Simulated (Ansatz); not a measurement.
Ideal-gas functions of CH4FNOSi (`C=N[SiH](O)F`) at 298.15 K and 1 bar, from an Ansatz frequency run at PBE0-D4/def2-TZVP.

Molar mass 93.13 g/mol, point group C1 (symmetry number 1), electronic degeneracy 1, moments of inertia 79.349, 151.005, 203.739 u Å². Harmonic wavenumbers (cm⁻¹, unscaled): 60, 108, 161, 272, 340, 396, 555, 715, 781, 842, 863, 908, 979, 1141, 1226, 1525, 1771, 2300, 2998, 3077, 3933.

Use S(trans) = R[1.5 ln M + 2.5 ln T − 1.1517]; rotational temperatures θ = 24.2544 K / I; S(rot) = R[ln(√π/σ · √(T³/θAθBθC)) + 1.5]; for each mode x = 1.438777 ν̃/T, S = R[x/(eˣ − 1) − ln(1 − e⁻ˣ)] and H = RT x/(eˣ − 1); 1 cm⁻¹ = 0.0119627 kJ/mol; R = 8.31446 J/(mol·K).

Q: By hand: the entropy, in J/(mol·K).

A: Translation 165.4. Rotation: θ = 0.3057, 0.1606, 0.119 K, giving 109.7. Vibration, mode by mode: 18.65, 13.83, 10.62, 6.63, 5.07, 4.09, 2.23, 1.21, 0.93, 0.74, 0.68, 0.57, 0.43, 0.22, 0.16, 0.04, 0.02, 0.00, 0.00, 0.00, 0.00, in all 66.1. Electronic 0.0. Sum 341.2 J/(mol·K).

Q: By hand: H − E and G − E in kJ/mol, counted from the electronic energy.

A: Zero-point energy ½ × 24951 × 0.0119627 = 149.2; thermal vibration 10.3; translation, rotation and pV give 4 RT = 9.9. H − E = 169.4 kJ/mol, and G − E = 169.4 − 298.15 × 341.2/1000 = 67.7 kJ/mol.

Vibration gives 19 % of the entropy, 32.5 J/(mol·K) of it from the modes under 150 cm⁻¹: soft modes count most, and the harmonic formula is weakest for them. The sum counts one conformer and one mirror image; others add a mixing term.
